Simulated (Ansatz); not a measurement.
Cost and result for the atomization energy of CH5AlOSiTe (`O[C]1([SiH3])[AlH][Te]1`) (10 atoms, 10 bonds).

Z-matrix (Å, degrees):
```
C
Si 1 1.876
Al 1 1.954 2 118.4
O 1 1.370 2 111.6 3 -168.8
Te 1 2.453 2 102.3 3 68.9
H 2 1.492 1 108.9 3 111.2
H 2 1.487 1 106.9 3 -5.9
H 2 1.486 1 113.6 3 -127.5
H 3 1.575 1 142.1 2 -94.9
H 4 0.963 1 111.0 2 173.0
```

Total charge 0; spin multiplicity 1. Correlated methods include outer-core shells of Te, which these sets cover unevenly. Te takes the def2 core potential. The geometry is a stationary point of PBE0-D4/def2-TZVP. It is one conformer, not always the lowest. Program: Ansatz. All runs use 4 threads of an Arm Neoverse V2 on a shared host. Times are those of one run each, without the atoms' runs, and a repeat can differ threefold. Electronic energies, without spin–orbit coupling; frozen cores. CCSD(T)/CBS adds CCSD(T) − MP2 in def2-TZVPP to the MP2 limit, and its time is that of the two runs behind it. T1 = 0.015; the RHF reference is unstable towards UHF. With those shells the extrapolation isn't a true limit. B3LYP takes the VWN-RPA correlation (the form of Gaussian; ORCA's B3LYP/G).

CCSD(T)/CBS is a level of theory with its own doubt, some kJ/mol a heavy atom from the limit and from the frozen cores, so smaller differences don't rank the functionals.

```csv
level,functions,wall time,atomization (kcal/mol),difference from CCSD(T)/CBS,per bond
PBE-D4/def2-TZVPP (with forces),266,3.6 s,748.1,9.0,0.9
PBE0-D4/def2-TZVPP,266,4.9 s,730.7,-8.4,-0.8
r2SCAN-D4/def2-TZVPP (with forces),266,7 s,738.3,-0.8,-0.1
B3LYP-D4/def2-TZVPP (with forces),266,7.5 s,730.2,-8.9,-0.9
B2PLYP/def2-TZVPP,266,9 s,720.5,-18.6,-1.9
ωB97X-V/def2-TZVPP,266,12 s,734.4,-4.7,-0.5
ωB97M-V/def2-TZVPP (with forces),266,19 s,730.2,-8.9,-0.9
MP2/def2-QZVPP,486,39 s,742.1,3.0,0.3
CCSD(T)/def2-TZVPP,266,5.1 min,711.8,-27.3,-2.7
CCSD(T)/CBS(def2),–,5.7 min,739.1,0.0,0.0
```

From PBE to PBE0 (25 % exact exchange), in def2-TZVPP and without D4, the atomization energy moves by −16.3 kcal/mol: exact exchange takes away binding that semilocal exchange gives to molecules. In def2-TZVPP, CCSD(T) changes the Hartree–Fock value by +214.7 kcal/mol (the triples alone add +17.2 kcal/mol) and MP2 by +228.9 kcal/mol; breaking electron pairs costs correlation energy, which Hartree–Fock lacks. The D4 term adds +12.4 kcal/mol with B3LYP and +6.5 kcal/mol with PBE0; it sums over pairs of atoms, weighted by their polarisabilities, and B3LYP, whose exchange is more repulsive, gets the larger term.

Spin–orbit coupling would lower the free Te atoms strongly, and the atomization energy with them, by more than many differences here.
